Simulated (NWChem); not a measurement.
All runs are NWChem calculations. System: C₃H₈N, charge 1, spin multiplicity 1, at the geometry of a parent with another charge or spin, in a state set for the comparison that need not be this species' ground state. Level: RHF/def2-TZVP.

Job file:

```
start mol
memory heap 200 mb stack 900 mb global 1100 mb
charge 1
geometry units angstroms nocenter noautoz noautosym
  C      1.844365     0.540543     0.156746
  N      0.478703     0.428661     0.373928
  C     -0.349906    -0.333583    -0.541773
  C     -1.748399    -0.561253     0.021116
  H      2.352047    -0.352438    -0.220142
  H      2.393755     1.200420     0.832690
  H      0.033770     1.279119     0.710438
  H     -0.418462     0.152681    -1.538966
  H      0.148207    -1.304196    -0.711936
  H     -1.703999    -1.092747     0.984678
  H     -2.359898    -1.153510    -0.677303
  H     -2.272704     0.395799     0.186509
end
basis spherical
  * library def2-tzvp
end
scf
  rhf
  nopen 0
  maxiter 100
  thresh 1e-7
  semidirect memsize 60000000 filesize 0
end
task scf energy
```

NWChem printed:

```
             Northwest Computational Chemistry Package (NWChem) 7.3.0
             --------------------------------------------------------

                                NWChem Input Module
                                -------------------

 Scaling coordinates for geometry "geometry" by  1.889725989
 (inverse scale =  0.529177249)

                             Geometry "geometry" -> ""
                             -------------------------

 Output coordinates in angstroms (scale by  1.889725989 to convert to a.u.)

  No.       Tag          Charge          X              Y              Z
 ---- ---------------- ---------- -------------- -------------- --------------
    1 C                    6.0000     1.84436500     0.54054300     0.15674600
    2 N                    7.0000     0.47870300     0.42866100     0.37392800
    3 C                    6.0000    -0.34990600    -0.33358300    -0.54177300
    4 C                    6.0000    -1.74839900    -0.56125300     0.02111600
    5 H                    1.0000     2.35204700    -0.35243800    -0.22014200
    6 H                    1.0000     2.39375500     1.20042000     0.83269000
    7 H                    1.0000     0.03377000     1.27911900     0.71043800
    8 H                    1.0000    -0.41846200     0.15268100    -1.53896600
    9 H                    1.0000     0.14820700    -1.30419600    -0.71193600
   10 H                    1.0000    -1.70399900    -1.09274700     0.98467800
   11 H                    1.0000    -2.35989800    -1.15351000    -0.67730300
   12 H                    1.0000    -2.27270400     0.39579900     0.18650900

 Effective nuclear repulsion energy (a.u.)     125.3147787248

            Nuclear Dipole moment (a.u.)
            ----------------------------
        X                 Y               Z
 ---------------- ---------------- ----------------
    -0.0000056692    -0.0000056692    -0.0000037795


 Summary of "ao basis" -> "" (spherical)
 ------------------------------------------------------------------------------
       Tag                 Description            Shells   Functions and Types
 ---------------- ------------------------------  ------  ---------------------
 *                         def2-tzvp                  on all atoms

 Summary of "ao basis" -> "ao basis" (spherical)
 ------------------------------------------------------------------------------
       Tag                 Description            Shells   Functions and Types
 ---------------- ------------------------------  ------  ---------------------
 C                         def2-tzvp                11       31   5s3p2d1f
 N                         def2-tzvp                11       31   5s3p2d1f
 H                         def2-tzvp                 4        6   3s1p

                                 NWChem SCF Module
                                 -----------------

  ao basis        = "ao basis"
  functions       =   172
  atoms           =    12
  closed shells   =    16
  open shells     =     0
  charge          =   1.00
  wavefunction    = RHF
  use symmetry    = F
  symmetry adapt  = F

 Summary of "ao basis" -> "ao basis" (spherical)
 ------------------------------------------------------------------------------
       Tag                 Description            Shells   Functions and Types
 ---------------- ------------------------------  ------  ---------------------
 C                         def2-tzvp                11       31   5s3p2d1f
 N                         def2-tzvp                11       31   5s3p2d1f
 H                         def2-tzvp                 4        6   3s1p

 Forming initial guess at       0.1s

      Superposition of Atomic Density Guess
      -------------------------------------

 Sum of atomic energies:        -171.32401003

 Renormalizing density from      33.00 to     32

      Non-variational initial energy
      ------------------------------

 Total energy =    -170.047594
 1-e energy   =    -462.353964
 2-e energy   =     166.991591
 HOMO         =      -0.659790
 LUMO         =      -0.384274

 Starting SCF solution at       3.2s

 ----------------------------------------------
         Quadratically convergent ROHF

 Convergence threshold     :          1.000E-07
 Maximum no. of iterations :          100
 Final Fock-matrix accuracy:          1.000E-09
 ----------------------------------------------

              iter       energy          gnorm     gmax       time
             ----- ------------------- --------- --------- --------
                 1     -172.3585223360  1.49D+00  1.79D-01      5.4
                 2     -172.4766267215  4.32D-01  7.15D-02     10.3
                 3     -172.4926030298  3.20D-02  5.36D-03     16.5
                 4     -172.4927105719  6.24D-04  2.06D-04     26.5
                 5     -172.4927106527  3.05D-07  9.23D-08     42.8
                 6     -172.4927106527  7.85D-09  1.85D-09     52.5

       Final RHF  results
       ------------------

         Total SCF energy =   -172.492710652705
      One-electron energy =   -472.722892086429
      Two-electron energy =    174.915402708904
 Nuclear repulsion energy =    125.314778724819

        Time for solution =     49.4s

             Final eigenvalues
             -----------------

              1
    1  -15.8802
    2  -11.5898
    3  -11.4634
    4  -11.3868
    5   -1.5019
    6   -1.2296
    7   -1.1242
    8   -1.0476
    9   -0.9319
   10   -0.8904
   11   -0.8323
   12   -0.8004
   13   -0.7293
   14   -0.7014
   15   -0.6864
   16   -0.6505
   17   -0.1739
   18   -0.0437
   19   -0.0124
   20    0.0001
   21    0.0334
   22    0.0472
   23    0.0553
   24    0.0733
   25    0.0848
   26    0.1062

                       ROHF Final Molecular Orbital Analysis
                       -------------------------------------

 Vector   14  Occ=2.000000D+00  E=-7.014097D-01
              MO Center= -1.5D+00, -6.3D-01, -2.4D-02, r^2= 2.4D+00
   Bfn.  Coefficient  Atom+Function         Bfn.  Coefficient  Atom+Function
  ----- ------------  ---------------      ----- ------------  ---------------
   162     -0.228204  11 H  s               101      0.225952   4 C  pz
   104      0.196282   4 C  pz               99      0.178791   4 C  px
   156      0.155382  10 H  s               102      0.153135   4 C  px

 Vector   15  Occ=2.000000D+00  E=-6.863593D-01
              MO Center= -1.2D+00, -2.7D-01, -1.2D-01, r^2= 2.3D+00
   Bfn.  Coefficient  Atom+Function         Bfn.  Coefficient  Atom+Function
  ----- ------------  ---------------      ----- ------------  ---------------
   168      0.210518  12 H  s               100      0.171105   4 C  py
    68      0.168617   3 C  px               99     -0.164680   4 C  px
    71      0.157883   3 C  px

 Vector   16  Occ=2.000000D+00  E=-6.504647D-01
              MO Center= -4.1D-01, -1.7D-01, -1.7D-01, r^2= 3.0D+00
   Bfn.  Coefficient  Atom+Function         Bfn.  Coefficient  Atom+Function
  ----- ------------  ---------------      ----- ------------  ---------------
   144      0.187544   8 H  s                69      0.154610   3 C  py

 Vector   17  Occ=0.000000D+00  E=-1.739244D-01
              MO Center=  1.5D+00,  5.6D-01,  3.7D-02, r^2= 2.3D+00
   Bfn.  Coefficient  Atom+Function         Bfn.  Coefficient  Atom+Function
  ----- ------------  ---------------      ----- ------------  ---------------
    14      0.436681   1 C  pz               45     -0.322927   2 N  pz
     5     -0.298437   1 C  s                11      0.270236   1 C  pz
     8      0.254923   1 C  pz               13     -0.255175   1 C  py
   145     -0.214378   8 H  s                39     -0.186479   2 N  pz
    10     -0.181422   1 C  py               42     -0.178709   2 N  pz

 Vector   18  Occ=0.000000D+00  E=-4.367673D-02
              MO Center=  3.4D-01,  1.4D+00,  6.3D-01, r^2= 5.3D+00
   Bfn.  Coefficient  Atom+Function         Bfn.  Coefficient  Atom+Function
  ----- ------------  ---------------      ----- ------------  ---------------
   139     -1.562682   7 H  s                36      1.497905   2 N  s
    98      1.325081   4 C  s                67      1.265538   3 C  s
   133     -0.966000   6 H  s                12      0.745933   1 C  px
   145     -0.736184   8 H  s               169     -0.631843  12 H  s
    44      0.622295   2 N  py              151     -0.562173   9 H  s

 Vector   19  Occ=0.000000D+00  E=-1.241134D-02
              MO Center=  1.6D+00, -4.3D-01, -2.9D-01, r^2= 6.4D+00
   Bfn.  Coefficient  Atom+Function         Bfn.  Coefficient  Atom+Function
  ----- ------------  ---------------      ----- ------------  ---------------
    67      2.326063   3 C  s               127     -2.085926   5 H  s
     5      1.555149   1 C  s               151     -1.346298   9 H  s
    98     -1.199536   4 C  s               139      0.976340   7 H  s
    36     -0.955171   2 N  s               145     -0.649678   8 H  s
    13     -0.599336   1 C  py              133     -0.522496   6 H  s

 center of mass
 --------------
 x =   0.05905058 y =   0.02829223 z =   0.01405211

 moments of inertia (a.u.)
 ------------------
         108.038701734617        -119.789179487520         -33.355820392890
        -119.789179487520         424.331244590984         -27.708102621685
         -33.355820392890         -27.708102621685         450.908461810342

  Mulliken analysis of the total density
  --------------------------------------

    Atom       Charge   Shell Charges
 -----------   ------   -------------------------------------------------------
    1 C    6     5.88   0.86  1.12  0.53  0.69  0.08  1.11  1.16  0.23  0.02  0.07  0.01
    2 N    7     7.23   0.82  1.16  0.52  0.87  0.11  1.46  1.73  0.48  0.01  0.06  0.00
    3 C    6     6.09   0.85  1.12  0.47  0.67  0.07  1.22  1.30  0.25  0.03  0.10  0.01
    4 C    6     6.34   0.85  1.12  0.47  0.68  0.11  1.25  1.41  0.36  0.02  0.05  0.00
    5 H    1     0.76   0.25  0.44  0.04  0.02
    6 H    1     0.76   0.25  0.44  0.04  0.02
    7 H    1     0.70   0.25  0.38  0.03  0.04
    8 H    1     0.83   0.26  0.48  0.07  0.02
    9 H    1     0.85   0.26  0.49  0.08  0.02
   10 H    1     0.85   0.26  0.48  0.09  0.02
   11 H    1     0.84   0.26  0.48  0.07  0.02
   12 H    1     0.87   0.26  0.49  0.09  0.02

       Multipole analysis of the density wrt the origin
       ------------------------------------------------

     L   x y z        total         open         nuclear
     -   - - -        -----         ----         -------
     0   0 0 0      1.000000      0.000000     33.000000

     1   1 0 0      1.612147      0.000000     -0.000006
     1   0 1 0      0.749813      0.000000     -0.000006
     1   0 0 1      0.106075      0.000000     -0.000004

     2   2 0 0     -6.792277      0.000000    236.363419
     2   1 1 0      2.632411      0.000000     69.712561
     2   1 0 1      1.212543      0.000000     19.419557
     2   0 2 0    -14.598175      0.000000     47.152371
     2   0 1 1      1.960572      0.000000     18.220139
     2   0 0 2    -16.907961      0.000000     30.264400

 Task  times  cpu:       52.6s     wall:       52.6s

 Total times  cpu:       52.6s     wall:       52.6s
```
